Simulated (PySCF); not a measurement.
# One molecule, several mistakes: BCGeH6N

All numbers below are calculated, not measured. The program is PySCF 2.14.0, an open-source quantum chemistry code, run on an isolated molecule that a program drew, which may never have been made. The molecule is BCGeH6N (charge 0, singlet), drawn as the SMILES string `BN[CH2][GeH]`.

Each row is a Hartree-Fock (HF) and frozen-core CCSD(T) single point in the cc-pVDZ basis, meant for a local HF minimum. Run 1 is clean. Each other run has one planted mistake out of seven kinds, and not every kind appears here: one electron removed, one electron added, multiplicity raised by two, geometry at a saddle point, minimal basis STO-3G, one bond length entered in bohr, all coordinates scaled. The reference is restricted for singlets and unrestricted otherwise, and also for a bond in bohr. Adding or removing an electron swaps singlet and doublet. Electrons count all cores. HOMO and LUMO are orbital energies over both spins, the gradient is its largest component, and the lowest frequency (negative if imaginary) is given only where the gradient is small. Bond lengths are over the 9 bonds as drawn. T1 is the CCSD diagnostic: over 0.02 (restricted) or 0.045 (unrestricted) a single reference is doubtful. Germanium has the cc-pVDZ-PP basis, with a core potential (ECP10MDF) in place of its 10 inner electrons, and its 3s, 3p and 3d shells are frozen in CCSD(T).

Geometry of the clean run:
```xyz
10
BCGeH6N, angstrom
B     0.7916   -0.0899    0.3160
N     0.3082    0.2396   -0.9593
C     0.0282    1.5828   -1.4922
Ge   -1.8913    1.3443   -0.9444
H     0.9586   -1.2482    0.5809
H     1.0326    0.7844    1.0988
H     0.1778   -0.5005   -1.6212
H     0.2399    1.6168   -2.5590
H     0.6242    2.3249   -0.9700
H    -1.6484    1.9137    0.5129
```

```
run,electrons,basis functions,<S^2>,HOMO (eV),LUMO (eV),gradient (hartree/bohr),lowest frequency (cm^-1),mean bond (Å),longest bond (Å),T1,HF (hartree),CCSD(T) (hartree),mistake
1,56,95,0.000,-8.57,1.30,2.6e-05,106,1.3380,2.010,0.0147,-413.86000,-414.41131,no fault
2,56,95,0.000,-8.61,1.10,3.0e-02,-,1.3969,2.099,0.0163,-413.84433,-414.40432,all coordinates scaled
3,57,95,0.763,-0.18,7.88,5.8e-02,-,1.3380,2.010,0.0206,-413.83877,-414.40430,one electron added
4,55,95,0.810,-15.57,-6.58,4.8e-02,-,1.3380,2.010,0.0247,-413.58228,-414.10591,one electron removed
5,56,95,2.010,-6.81,-0.09,4.9e-02,-,1.3380,2.010,0.0188,-413.79829,-414.33364,?
```

**Which mistake was planted in run 5, and what did it cost?**

Electrons, basis and geometry are unchanged, and <S^2> is 2.010, beside S(S+1) = 2.00 for a multiplicity of 3. So the mistake is: multiplicity raised by two. Subtracting run 1 and multiplying by 627.51 kcal/mol a hartree, the energy moved by 38.7 kcal/mol in HF and 48.7 kcal/mol in CCSD(T).

Cautions from the logs. Run 3: the added electron raises the CCSD(T) energy, so it isn't bound in this basis.
